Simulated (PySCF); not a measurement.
Species: C7H7F3.
Structure used (PBE0-D3(BJ)/def2-SVP), in Å, numbered top down from 1:
```xyz
17
C7H7F3 angstrom
F      3.203    0.656    0.106
C      2.657   -0.495    0.431
F      3.551   -1.368    0.823
C      1.347   -0.732    0.365
F      0.913   -1.947    0.725
C      0.300    0.228   -0.060
C     -0.534   -0.259   -1.270
C     -1.903    0.284   -0.980
C     -2.013    0.718    0.279
C     -0.737    0.539    1.048
H      0.803    1.166   -0.339
H     -0.113    0.090   -2.226
H     -0.558   -1.363   -1.321
H     -2.715    0.272   -1.711
H     -2.928    1.113    0.728
H     -0.450    1.421    1.642
H     -0.827   -0.303    1.758
```

Linear response at CAM-B3LYP/def2-SVPD (PySCF, frozen core in the response, non-relativistic).

Static isotropic polarisability: 81.90 au (12.14 Å³), principal values 66.4, 78.7, 100.6 au.

Question: What is the polarisability at 1064 nm and at the sodium D line?

Answer: 82.57 au at 1064 nm (+0.8 %), 84.18 au at 589.3 nm (+2.8 %). The rise at 589.3 nm is 3.38 times that at 1064 nm; a pure ω² law gives 3.26. The lowest singlet lies at 191 nm, shorter than both wavelengths.

Question: What is the isotropic C6 coefficient between two such molecules, C6 = (3/π)∫α(iω)² dω?

Answer: 2976 au (Eh·bohr⁶) by a ten-point quadrature over imaginary frequencies, which is 1780 eV·Å⁶ or 172 J·nm⁶/mol.

Question: Which effective excitation energy ω̄ makes London's formula C6 = (3/4)α²ω̄ exact here?

Answer: ω̄ = 4·C6/(3α²) = 0.592 Eh = 16.1 eV. A one-pole form α(ω) = α/(1 − ω²/ω̄²) fitted to the 1064 nm value gives 12.9 eV.

Question: What does −C6/R⁶ come to at R = 12 Å between centres?

Answer: -57 J/mol. This is the leading, orientation-averaged term; C8 and higher terms are left out.

Question: The lowest 6 singlets have (eV, f): 6.49, 0.007; 6.83, 0.006; 6.98, 0.232; 7.22, 0.003; 7.41, 0.043; 7.58, 0.008. What share of the static polarisability do they carry in the sum over states α = Σ f/ω²?

Answer: 4.49 au, 5.5 % of α; the largest term, 3.53 au, is that of the state at 6.98 eV. Their oscillator strengths add up to 0.30. Higher states carry the rest.

Question: What three-body coefficient follows from the one-pole estimate C9 = (3/4)·α·C6?

Answer: 183000 au. This is an estimate from the two numbers above, not a computed integral.

Question: What n − 1 at the D line would an ideal gas of it have at 273.15 K and 1 atm (2.6868 × 10¹⁹ cm⁻³), by n − 1 = 2π·N·α′?

Answer: 21.06 × 10⁻⁴, a formal value whether or not that pressure can be reached.

Question: What molar refraction at the D line follows from R = (4π/3)·N_A·α′, with α′ the polarisability volume?

Answer: α′ = 12.47 Å³ gives R = 31.47 cm³/mol, for isolated, non-vibrating species.

Question: How many electrons N does the Slater–Kirkwood formula C6 = (3/4)·√N·α^(3/2) need to give this C6?

Answer: N = (4·C6/3)²/α³ = 28.7; the species has 76 electrons in all.

One conformer stands for the species.
